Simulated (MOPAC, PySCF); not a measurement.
C8H5ClS, SMILES `Clc1ccc2ccsc2c1`, neutral singlet in the gas phase. 

Cartesian coordinates (Å):
```xyz
15

Cl    -3.5989     1.4559    -0.1008
C     -2.0182     0.7148    -0.0518
C     -1.9242    -0.6958     0.0148
C     -0.6726    -1.3090     0.0548
C      0.5053    -0.5254     0.0291
C      1.8868    -0.9318     0.0607
C      2.7524     0.1326     0.0191
S      1.9407     1.6778    -0.0604
C      0.3729     0.8969    -0.0384
C     -0.8813     1.5297    -0.0793
H     -2.8466    -1.2923     0.0341
H     -0.5996    -2.4058     0.1066
H      2.2149    -1.9788     0.1125
H      3.8493     0.1088     0.0302
H     -0.9808     2.6224    -0.1311
```
Charge 0, spin multiplicity 1.

All levels are single points at this geometry (PBE-D3(BJ)/def2-SVP); Pople sets use spherical d functions. Orbital energies aren't observables, and empty levels follow the basis.

| level | HOMO (eV) | LUMO (eV) | gap (eV) | dipole (D) | vertical IE, Delta-SCF (eV) |
|---|---|---|---|---|---|
| PBE-D3(BJ)/def2-TZVP in PySCF | -5.53 | -1.98 | 3.55 | 2.04 | 7.90 |
| B3LYP/6-311+G** in PySCF | -6.31 | -1.39 | 4.92 | 2.21 | – |
| B3LYP/6-31G* in PySCF | -6.04 | -1.00 | 5.03 | 2.31 | 7.89 |
| B3LYP/LANL2DZ in PySCF | -6.30 | -1.24 | 5.06 | 2.44 | – |
| BP86/6-31G* in PySCF | -5.41 | -1.76 | 3.64 | 2.22 | – |
| M06-2X/6-31G* in PySCF | -7.33 | -0.14 | 7.19 | 2.37 | – |
| PBE/6-31G* in PySCF | -5.32 | -1.67 | 3.65 | 2.21 | 7.75 |
| SVWN5/6-31G* in PySCF | -5.46 | -1.85 | 3.61 | 2.23 | – |
| HF/STO-3G in PySCF | -6.42 | 5.61 | 12.03 | 3.03 | – |
| AM1 in MOPAC | -8.70 | -0.55 | 8.15 | 1.67 | – |
| PM3 in MOPAC | -8.89 | -0.77 | 8.11 | 1.50 | – |
| PM6 in MOPAC | -8.86 | -0.80 | 8.06 | 2.08 | – |
| PM7 in MOPAC | -8.81 | -0.96 | 7.85 | 2.41 | – |
